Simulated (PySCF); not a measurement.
C₅H₇O, SMILES O=C1C[CH]CC1, multiplicity 2. Atoms are numbered in the order given.

```xyz
13

O      0.8382     1.8493     0.4991
C      0.3815     0.7875     0.1636
C      1.1524    -0.5352     0.1144
C      0.1159    -1.5603    -0.1999
C     -1.2697    -0.9786    -0.2407
C     -1.0582     0.5434    -0.2903
H      1.6737    -0.6885     1.0796
H      1.9573    -0.4569    -0.6426
H      0.3208    -2.6297    -0.2862
H     -1.8419    -1.2648     0.6653
H     -1.8589    -1.3575    -1.0936
H     -1.1342     0.9292    -1.3218
H     -1.7536     1.1338     0.3237
```
Charge 0, spin multiplicity 2.

Geometry: ωB97X-D3(BJ)/def2-SVP. The isomer is the one that the SMILES or the coordinates give; other isomers of the formula were not compared. One conformer was computed; it need not be the lowest.

Calculation: PBE/pcH-1 (PySCF).

Unrestricted Kohn–Sham, ⟨S²⟩ = 0.754. Hyperfine tensors hold the contact and dipolar terms, without spin-orbit corrections.

Computed hyperfine couplings:
```
nucleus    A(iso) (MHz)  A(iso) (G)  dipolar principal values (MHz)
---------  ------------  ----------  ------------------------------
17O no. 1           0.4         0.1                 -0.7, -0.2, 0.9
13C no. 2          -0.3        -0.1                 -1.1, -0.6, 1.7
13C no. 3         -34.0       -12.1                  -2.7, 0.7, 2.0
13C no. 4          79.8        28.5             -79.5, -79.1, 158.6
13C no. 5         -31.5       -11.2                  -2.4, 0.6, 1.8
13C no. 6           4.3         1.5                 -1.1, -0.7, 1.8
1H no. 7          122.6        43.7                 -4.9, -3.2, 8.1
1H no. 8          117.3        41.9                 -4.9, -3.9, 8.8
1H no. 9          -59.4       -21.2               -36.0, -0.6, 36.6
1H no. 10         137.4        49.0                 -5.3, -3.1, 8.4
1H no. 11          79.9        28.5                 -4.6, -4.1, 8.7
1H no. 12          -2.7        -1.0                 -2.6, -2.1, 4.7
1H no. 13          -2.2        -0.8                 -1.9, -1.5, 3.4
```
